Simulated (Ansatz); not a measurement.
`CB(S)O[SiH3]`. Total charge 0; spin multiplicity 1. The structure was optimised at the PBE0-D4/def2-TZVP level. It is one conformer, not always the lowest.

```xyz
12

C    -0.706    1.511   -1.358
B    -0.180    0.712   -0.119
S     0.016    1.613    1.451
O     0.107   -0.609   -0.256
Si    0.590   -1.924    0.600
H     0.021    1.446   -2.175
H    -1.627    1.050   -1.730
H    -0.906    2.564   -1.159
H     0.483    0.604    2.205
H     1.593   -2.649   -0.213
H     1.198   -1.531    1.900
H    -0.588   -2.787    0.854
```

Problem. What is the dipole moment at PBE/def2-TZVPP? (Estimate.)

Solution. The calculation gave: 1.15 D, with components (0.24, -1.12, -0.05) D in this frame, pointing from negative to positive charge.

Problem. And with r2SCAN, B3LYP, ωB97M-V? (Best estimate.)

Solution. Computed: r2SCAN 1.15 D, B3LYP 1.14 D, ωB97M-V 1.12 D.

Problem. Give the Mulliken charges with PBE, r2SCAN, B3LYP in def2-TZVPP. (Best estimate.)

Solution. Ansatz gave: 
```csv
atom,PBE,r2SCAN,B3LYP
C1,-0.35,-0.25,-0.32
B2,0.27,0.35,0.31
S3,-0.22,-0.20,-0.22
O4,-0.25,-0.38,-0.33
Si5,0.30,0.40,0.37
H6,0.11,0.07,0.10
H7,0.11,0.07,0.10
H8,0.10,0.06,0.09
H9,0.11,0.10,0.10
H10,-0.05,-0.07,-0.06
H11,-0.06,-0.08,-0.07
H12,-0.05,-0.07,-0.06
```

B3LYP here is the variant with VWN-RPA as its local correlation; programs differ in this.
